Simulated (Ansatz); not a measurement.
`N[SiH2][Al]([OH])[Cl]` and `N[SiH2]B(O)Cl` differ in one element.

Ansatz, PBE0-D4/def2-TZVP geometries, multiplicity 1. Each molecule was computed in one conformer, which needn't be the lowest.

```tsv
property	`N[SiH2][Al]([OH])[Cl]`
LUMO energy (PBE0/def2-TZVPP) / eV	-1.16
LUMO energy (ωB97M-V/def2-TZVPP) / eV	0.52
HOMO–LUMO gap (PBE0/def2-TZVPP) / eV	5.80
HOMO energy (ωB97M-V/def2-TZVPP) / eV	-9.05
LUMO energy (PBE/def2-TZVPP) / eV	-1.89
HOMO–LUMO gap (ωB97M-V/def2-TZVPP) / eV	9.57
```

Q: What does the change do to each property? (An estimate is asked.)

A: Computed: 
```json
{"property": "LUMO energy (PBE0/def2-TZVPP) / eV", "`N[SiH2]B(O)Cl`": "-0.93", "shift": "0.23"}
{"property": "LUMO energy (ωB97M-V/def2-TZVPP) / eV", "`N[SiH2]B(O)Cl`": "1.08", "shift": "0.56"}
{"property": "HOMO–LUMO gap (PBE0/def2-TZVPP) / eV", "`N[SiH2]B(O)Cl`": "6.19", "shift": "0.39"}
{"property": "HOMO energy (ωB97M-V/def2-TZVPP) / eV", "`N[SiH2]B(O)Cl`": "-9.37", "shift": "-0.32"}
{"property": "LUMO energy (PBE/def2-TZVPP) / eV", "`N[SiH2]B(O)Cl`": "-1.85", "shift": "0.04"}
{"property": "HOMO–LUMO gap (ωB97M-V/def2-TZVPP) / eV", "`N[SiH2]B(O)Cl`": "10.46", "shift": "0.89"}
```

With PBE0 the HOMO falls by 0.16 eV and the LUMO rises by 0.23 eV, so the gap widens by about 0.39 eV. PBE moves the HOMO by 0.00 eV and ωB97M-V by -0.32 eV.
